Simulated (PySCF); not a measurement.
C8H9Cl.
Cartesian coordinates in Å at the PBE0-D3(BJ)/def2-SVP level; atoms count from 1:
```xyz
18
C8H9Cl angstrom
C     -3.4542    0.3010   -1.1536
C     -2.3934   -0.2658   -1.0158
C     -1.1141   -0.9505   -0.8335
C     -1.2982   -2.4743   -0.9344
Cl    -1.9399   -2.9978   -2.5156
C     -0.4857   -0.6666    0.5244
C      0.8276   -0.4503    0.4192
C      1.2956   -0.5047   -1.0066
C     -0.0144   -0.4421   -1.8035
H     -4.3931    0.8067   -1.2818
H     -1.9964   -2.8314   -0.1654
H     -0.3285   -2.9716   -0.7945
H     -1.0654   -0.7023    1.4491
H      1.4980   -0.2817    1.2660
H      1.9824    0.3176   -1.2640
H      1.8593   -1.4380   -1.1918
H     -0.0094   -1.0200   -2.7383
H     -0.2406    0.6024   -2.0604
```

Probes without a nucleus sit at each ring's centroid and 1 Å off its mean plane on both sides; NICS is minus the shielding there, NICSzz its component along the normal. Level: GIAO B3LYP/pcSseg-1 (PySCF, non-relativistic, gas phase) on the PBE0-D3(BJ)/def2-SVP geometry, one conformer.

Ring bond lengths (Å): C3–C6 1.523, C6–C7 1.335, C7–C8 1.502, C8–C9 1.535, C9–C3 1.552.

Problem. What do the NICS probes read (ppm)?

Solution. 
```csv
ring,type,NICS(0),"NICS(1), two faces","NICS(1)zz, two faces",rms pucker (Å),"centre to ring atoms, mean (Å)"
C3–C6–C7–C8–C9,"5-membered carbocycle; formal bonds 1 double, 4 single",-3.1,-3.3 / -3.5,-2.8 / -2.9,0.11,1.26
```

Problem. What can be read from them?

Solution. 
- C3–C6–C7–C8–C9: mean NICS(1)zz -2.9 ppm, near zero. C3, C8, C9 have four or more neighbours; no verdict on aromaticity is drawn.

Problem. Give the inner angles of the rings.

Solution. 
- C3–C6–C7–C8–C9: C3 101.8°, C6 111.5°, C7 112.1°, C8 103.0°, C9 105.5°; sum 533.8° against 540° for a flat convex ring.

Problem. How shielded are the nuclei of the rings and their hydrogens (means over atoms taken as equivalent)?

Solution. 
| atoms | environment | σ isotropic (ppm) | principal values of the symmetric part, first atom (ppm) |
| --- | --- | --- | --- |
| C3 | allylic carbon | 126.7 | 111.0, 124.8, 144.2 |
| C6 | alkene CH carbon | 34.5 | -72.3, 58.7, 117.0 |
| C7 | alkene CH carbon | 35.5 | -76.2, 47.4, 135.3 |
| C8 | allylic carbon | 145.3 | 123.8, 146.4, 165.6 |
| C9 | ring CH2 carbon | 140.6 | 114.1, 141.0, 166.8 |
| H13 | vinylic hydrogen | 25.75 | 24.6, 25.4, 27.2 |
| H14 | vinylic hydrogen | 25.48 | 24.0, 24.8, 27.6 |
| H15 | methylene hydrogen | 29.10 | 24.8, 26.7, 35.8 |
| H16 | methylene hydrogen | 29.07 | 25.1, 27.2, 34.8 |
| H17 | methylene hydrogen | 28.81 | 24.2, 30.3, 32.0 |
| H18 | methylene hydrogen | 29.46 | 24.0, 29.8, 34.6 |

Problem. How do the values depend on the level or the medium?

Solution. 
```
                            level  NICS(0), C3–C6–C7–C8–C9  mean NICS(1)zz, C3–C6–C7–C8–C9
              B3LYP/pcSseg-1, gas                     -3.1                            -2.9
               PBE0/pcSseg-1, gas                     -3.3                            -3.1
PBE0/pcSseg-1, IEF-PCM chloroform                     -3.3                            -3.1
     PBE0/pcSseg-1, IEF-PCM water                     -3.3                            -3.1
```

The geometry is the same throughout; the continuum's cavity takes Bondi-type radii × 1.2.

The run took 25 s of wall time on one thread, x86-64 server, shared host. This is the whole shielding run at B3LYP/pcSseg-1, SCF included.
